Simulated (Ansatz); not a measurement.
Job for Ansatz (a first-principles code): R-B97M-V/def2-TZVPPD on H2Se (SMILES [SeH2]) with ghost functions. Files ending in .json are basis or fitting sets from the Basis Set Exchange.

Ansatz 0.2 input:
```yaml
crystal:
  periodic: [false, false, false]
  atoms:
    - {symbol: Se, position_ang: [-0.10444857, 0.02697636, 3.91304398]}
    - {symbol: H, position_ang: [0.31492568, 1.42895628, 3.77074669]}
    - {symbol: H, position_ang: [-1.49857820, 0.37884206, 3.60650533]}
basis:
  gaussian:
    orbitals: def2-TZVPPD.json
    ghost_atoms:
      - {symbol: Si, position_ang: [0.19509267, -0.00970973, 0.03556828]}
      - {symbol: H, position_ang: [-0.61411930, -1.17604210, 0.45011041]}
      - {symbol: H, position_ang: [-0.44401611, 1.23783362, 0.51022605]}
      - {symbol: H, position_ang: [0.27286745, 0.02523825, -1.44509722]}
      - {symbol: H, position_ang: [1.56163333, -0.11595340, 0.59032957]}
hamiltonian:
  xc: {name: B97M-V}
scf: {lower_state_search: off}
```

Program output:

```
Functional definition: B97M-V
[...]
these checks for a lower state are left out or cut short: stability, starts, cluster_reference, orbital_swaps, neighbouring_geometries, increment
integrals: 0.13 GiB planned
1051 factors; their error is unknown
mean field: 0.91 GiB planned
mean field evaluation 1: about -65369.9492 eV, gradient 9.5e0 eV
mean field evaluation 2: about -65370.1086 eV, gradient 7.2e0 eV
mean field evaluation 4: about -65370.2509 eV, gradient 2.7e-1 eV
mean field evaluation 8: about -65370.2535 eV, gradient 3.9e-2 eV
mean field evaluation 16: about -65370.2411 eV, gradient 9.1e-6 eV
mean field -65370.24111834 eV, -2402.3120515583 hartree, gradient 2.8e-6 eV, S^2 0.000000; 0 other end points of the search recorded, 0 dependent functions left out
reference -65370.24119405 eV, -2402.3120543405 hartree; 18, 18 occupied and 189, 189 virtual orbitals, 1051 factors
Total energy: -65370.24119405 eV, -2402.3120543405 hartree
Checks for a lower state left out: stability, starts, cluster_reference, orbital_swaps, neighbouring_geometries, increment
```

The calculation finished and met its thresholds.

Cost: roughly 5 core-seconds.
